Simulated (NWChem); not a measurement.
# CrNH3S2O; SMILES [NH]=[Cr]([OH])(=[S])[SH]

```xyz
8

Cr    -0.2288     0.1190     0.0074
N     -1.0848     0.0539    -1.3429
H     -1.1579     0.4035    -2.3011
S      1.1468     1.5495    -0.0784
O     -1.2832     0.3180     1.3885
H     -2.2283     0.1999     1.1944
S      0.9013    -1.8018     0.0977
H     -0.0018    -2.5710    -0.5506
```
Atoms are numbered in this order, from 1.

Program: NWChem. Pople sets run with spherical d functions. Structure relaxed at the B3LYP/6-31G* (spherical d) level. Not confirmed as a minimum by frequencies. Vzz is the largest principal value of the second derivative of the potential at the nucleus (NWChem prints the opposite sign); η is the asymmetry. Non-relativistic.

For level PBE0/6-31G*:

* **Vzz Cr1 (a.u.)**: -0.293
* **η Cr1**: 0.70
* **Vzz N2 (a.u.)**: -0.248
* **η N2**: 0.67
* **Vzz S4 (a.u.)**: 0.849
* **η S4**: 0.97
* **Vzz O5 (a.u.)**: 1.006

Problem. What are these values for level PBE0/def2-TZVP?

Solution. The vzz Cr1 (a.u.) is 0.241 and the η Cr1 is 0.55. The vzz N2 (a.u.) comes out as 0.261, the η N2 is 0.95 and the vzz S4 (a.u.) is 1.002. The η S4 is 0.84 and the vzz O5 (a.u.) comes out as 1.037.
